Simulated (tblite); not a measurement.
`C=CC[SiH2]C#CC`. The geometry is computed with GFN2-xTB (gas phase).

```
atom  x, y, z in Å
C1    -3.0675    0.7603    0.4508
C2    -1.9000    0.5963   -0.1458
C3    -1.4773   -0.6410   -0.8497
Si4   -0.1504   -1.5884    0.1554
C5     1.3665   -0.5417    0.2233
C6     2.3501    0.1548    0.2557
C7     3.5331    0.9849    0.2947
H8    -3.8215   -0.0109    0.4372
H9    -3.3240    1.6681    0.9699
H10   -1.1593    1.3857   -0.1144
H11   -1.0601   -0.3841   -1.8252
H12   -2.3395   -1.2877   -1.0175
H13   -0.6366   -1.8347    1.5175
H14    0.1642   -2.8456   -0.5370
H15    3.6368    1.4404    1.2796
H16    4.4174    0.3816    0.0891
H17    3.4612    1.7740   -0.4540
```

What is the longest distance between nuclei?

H8···H16, 8.26 Å; the next longest distance is 7.90 Å.

Work out the bond lengths C1=C2, C1–H8, C1–H9, C7–H16 in Å.

For C1=C2 the difference vector is (1.1675, -0.1640, -0.5966) Å, of length 1.3213 Å. C1=C2 1.321; C1–H8 1.079; C1–H9 1.077; C7–H16 1.090 Å.

Give the dihedral angles H9–C1–C2–C3, H12–C3–Si4–H13, H12–C3–Si4–C5, H10–C2–C3–Si4, H12–C3–Si4–H14, H11–C3–Si4–H13.

H9–C1–C2–C3 179° (antiperiplanar); H12–C3–Si4–H13 -68° (synclinal); H12–C3–Si4–C5 173° (antiperiplanar); H10–C2–C3–Si4 70° (synclinal); H12–C3–Si4–H14 54° (synclinal); H11–C3–Si4–H13 175° (antiperiplanar). Dihedral signs follow IUPAC: positive where, seen along the central bond, the front bond turns clockwise onto the rear one.

How far are the heavy atoms from their best plane (unweighted least squares)?

0.360 Å rms; C1 0.43, C2 0.20, C3 0.70, Si4 0.37, C5 0.18, C6 0.04, C7 0.13 Å (magnitudes).

What is the repulsion energy of the bare nuclei, Σ ZA·ZB/RAB?

311.06 Eh over 136 pairs, with full nuclear charges and distances in bohr; the largest single term is 24.10 Eh (Si4 with C5).

Where is the centre of mass (commonest isotopes), and what is the radius of gyration?

Mass 110.055 u; centre at (0.043, -0.258, 0.068) Å; Rg = √(Σ m r²/M) = 2.417 Å. As Ia + Ib + Ic = 2 Σ m r², the three principal moments sum to 1286.1 u·Å².

How far apart are these pairs, which share no bond: C2···H12, C3···H13, H8···H9, H10···H13, H11···H14, H12···H17, H15···H16?

C2···H12 2.122 Å (2 bonds apart); C3···H13 2.781 Å (2 bonds apart); H8···H9 1.830 Å (2 bonds apart); H10···H13 3.648 Å (4 bonds apart); H11···H14 3.036 Å (3 bonds apart); H12···H17 6.583 Å (6 bonds apart); H15···H16 1.774 Å (2 bonds apart).

What are the angles C1–C2–H10, Si4–C3–H12, Si4–C3–H11, C3–Si4–H14, H13–Si4–H14, C5–Si4–H13, Si4–C5–C6, H15–C7–H16?

From the scalar product of the two bond vectors; for C1–C2–H10 it is -0.7166 Å² over 1.3213 × 1.0829 Å², cos θ = -0.5008. C1–C2–H10 120.1°; Si4–C3–H12 109.6°; Si4–C3–H11 108.7°; C3–Si4–H14 108.9°; H13–Si4–H14 111.4°; C5–Si4–H13 109.5°; Si4–C5–C6 179.1°; H15–C7–H16 108.9°.

Write the matrix of distances between heavy atoms (Å, lower triangle).

```
C1    0.000
C2    1.321  0.000
C3    2.487  1.485  0.000
Si4   3.757  2.815  1.915  0.000
C5    4.627  3.479  3.041  1.844  0.000
C6    5.455  4.292  4.063  3.050  1.206  0.000
C7    6.606  5.465  5.390  4.495  2.651  1.446  0.000
```

Its GFN2-xTB frequencies are all real (lowest 22 cm⁻¹). One conformer, not necessarily the lowest.

Hardware: an Intel Xeon 6975P-C with one thread, no GPU (shared host). Cost: 0.31 s wall. This is the geometry optimisation.
